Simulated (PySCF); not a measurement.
## Correlation energy of As²⁺ (arsenic, charge +2)

[Ar] 3d10 4s2 4p1, 2P determinant. Calculation: PySCF 2.14, in def2-SVP (5s4p3d, 32 functions); no relativity, point nucleus. Frozen: [Ar] 3d10; 3 electrons correlated.

MP2 pair energies summed by pair of shells (mhartree):

```csv
pair,energy,share (%)
4s-4s,-20.21,58.5
4s-4p,-14.35,41.5
```

Total MP2 correlation energy: -34.56 mhartree.

Same-spin part -2.12 and opposite-spin part -32.44 mhartree; SCS-MP2 scales them by 1/3 and 6/5 to -39.63 mhartree.

| level | correlation energy (mhartree) |
| --- | --- |
| CCSD | -50.63 |
| (T) | -0.48 |
| CCSD(T) | -51.11 |

Diagnostics: T1 = 0.0085, D1 = 0.0203, largest double amplitude 0.101.

Q: Is a single reference adequate?

A: Mostly. T1 lies below 0.03, but a double amplitude of this size points to a near-degeneracy that CCSD handles and MP2 describes poorly.
